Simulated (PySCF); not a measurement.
C$_{3}$H$_{3}$N$_{2}$ (SMILES [c]1cnc[nH]1), doublet, geometry from GFN2-xTB. Base run: DF-PBE/6-31G (PySCF).

PySCF was given this input:
```python
from pyscf import gto, scf, dft

mol = gto.M(
    atom='''
C     0.27236014   -1.00195734    0.56516932
C     1.19099687   -0.19044326   -0.01759859
N     0.51940717    0.85249222   -0.56329251
C    -0.75970702    0.68408123   -0.32290162
N    -0.96357796   -0.45087572    0.37351811
H     2.25307636   -0.28200407   -0.07977545
H    -1.53106846    1.35703366   -0.63791490
H    -1.83471236   -0.83642890    0.69809648
''',
    basis='6-31g',
    spin=1,
    verbose=4,
)

mf = dft.UKS(mol)
mf.xc = 'pbe'
mf = mf.density_fit(auxbasis='def2-universal-jkfit')
mf.kernel()
```

Each row names what was changed in the base input (with any setting that the change needs).

```tsv
change	basis functions	E (Eh)	HOMO (eV)	dipole (D)	core-seconds (rough)
base	51	-225.17571	-5.53	3.16	7
basis = STO-3G	28	-222.37023	-3.41	2.94	5
basis = pcseg-0	51	-224.65430	-5.87	3.13	9
basis = 6-31G*	76	-225.24470	-5.29	2.94	10
basis = cc-pVDZ	85	-225.26914	-5.43	2.86	10
basis = 6-31G**	85	-225.25132	-5.30	2.93	10
basis = pc-1	85	-225.21787	-5.72	2.99	10
basis = pcseg-1	85	-225.21441	-5.72	2.99	9
basis = def2-SVPD	124	-225.10624	-5.73	2.93	10
basis = 6-311++G**	131	-225.31451	-5.74	3.00	20
basis = def2-TZVP	173	-225.33897	-5.67	2.93	30
basis = pc-2	192	-225.34693	-5.72	2.96	40
basis = def2-TZVPP	197	-225.34075	-5.68	2.91	20
```

Totals compare only among sets that treat the same electrons; sets with core potentials leave the core out.

Open shells are given as the SCF converged; they aren't shown to be the lowest states, and a large step between rows can be another state.
